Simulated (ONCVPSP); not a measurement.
**Before and after: ONCV potential for As (Z = 33)**

arsenic (As), optimised norm-conserving Vanderbilt (ONCV), made with ONCVPSP 4.0.1 (LDA (Perdew-Zunger), scalar-relativistic). Core [Ar] 3d10, reference 4s2 4p3. Waves: 4s: rc 1.50 bohr, ncon 4, nbas 8, qcut 4.8 1/bohr, 2 projectors, debl 2.3 Ha; 4p: rc 1.60 bohr, ncon 4, nbas 8, qcut 5.4 1/bohr, 2 projectors, debl 3.4 Ha. Local part: polynomial inside 1.05 bohr (lpopt 5, dvloc0 0 Ha). Core correction: Teter function, fcfact 5.25, rcfact 1.65.

Change: reference 4s1 4p4.

Cutoffs: the cutoffs (Ha) at which the residual kinetic energy of the hardest occupied pseudo-wave falls to 1 and 0.1 mHa per electron; they do not see the model core or the augmentation charge, which bear on the density cutoff. Errors are all-electron minus pseudo energies relative to the spin-unpolarised reference configuration.

Question: What does the change do?

Answer: The potential gets neither clearly harder nor softer (10 Ha and 17 Ha → 10 Ha and 17 Ha); the range in which the s phases agree widens (upper end 1.0 → at the end of the scan); neither file shows a bound ghost.

```csv
quantity,base,changed
"cutoff, loose",10 Ha,10 Ha
"cutoff, tight",17 Ha,17 Ha
loose cutoff by channel,"s 10 Ha, p 9.0 Ha","s 10 Ha, p 9.2 Ha"
bound ghosts,none,none
GHOST(+) flags under 300 eV,"s at 27.4 eV, p at 161.5 eV","s at 26.4 eV, p at 161.3 eV"
"largest error over its own tests, meV",-471,-1121
s: phases at 1.52 bohr within 0.05 rad from the reference energy up to (Ha; the scan ends near 5),1.0,to the end of the scan
p: phases at 1.62 bohr within 0.05 rad from the reference energy up to (Ha; the scan ends near 5),to the end of the scan,to the end of the scan
"rms error of d²Exc/dni dnj with the model core, mHa",3.42,3.44
```

Base: The cutoffs count occupied waves only; projector 2 of the p channel, the hardest unoccupied one, needs 81 Ha at the loose tolerance. Changed file: The cutoffs count occupied waves only; projector 2 of the p channel, the hardest unoccupied one, needs 74 Ha at the loose tolerance.
